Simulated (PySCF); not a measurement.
Problem. Write Cartesian coordinates for `CBNB(C)C` as optimised with PBE0-D3(BJ)/def2-SVP.

Solution. 
```xyz
17
C3H11B2N angstrom
C      2.8831   -0.5121   -0.4473
B      1.5116    0.2215   -0.2359
N      0.2997   -0.4844   -0.0209
B     -1.0342    0.0183    0.1688
C     -2.2120   -1.0102    0.3784
C     -1.3188    1.5714    0.1807
H      3.6324   -0.1348    0.2693
H      3.2841   -0.2569   -1.4441
H      2.8418   -1.6099   -0.3646
H      1.4659    1.4326   -0.2616
H      0.3809   -1.4984   -0.0061
H     -2.7122   -0.8093    1.3421
H     -1.9208   -2.0722    0.3577
H     -2.9892   -0.8498   -0.3889
H     -0.9413    2.0592   -0.7323
H     -0.7863    2.0531    1.0182
H     -2.3882    1.8072    0.2812
```

Orientation and origin are arbitrary. Atoms count from 1 in this order. Of the pairs four or more bonds apart, C6···H10 is among the closest relative to their van der Waals radii: 2.82 Å, 97 % of the sum of Bondi's values. B4 (three-coordinate boron) is planar (angles 120.8°, 120.4° and 118.8°, sum 360.0°, 0.00 Å off the plane of its three neighbours). N3 (boron-bound nitrogen) is planar (angles 129.7°, 115.5° and 114.9°, sum 360.0°, 0.00 Å off the plane of its three neighbours). B2 (three-coordinate boron) is planar (angles 122.3°, 119.8° and 117.9°, sum 360.0°, 0.00 Å off the plane of its three neighbours).

Bonds between heavy atoms (Å): C1–B2 1.570, B2–N3 1.419, N3–B4 1.438, B4–C5 1.578, B4–C6 1.579.

The calculation used PBE0-D3(BJ)/def2-SVP geometry optimisation, gas phase in PySCF 2.14.0.

Point group: near Cs, missed by 0.16 Å at most; the miss may be what the optimiser left on a soft mode. Whether it is a minimum is left open (no frequencies). One conformer, not necessarily the lowest (C1–B2–N3–B4 -179°).

On an Arm Neoverse V1 with one thread, no GPU (shared host), this took 46 s and 0.60 GiB of memory at its peak. That covers the optimisation of the geometry.
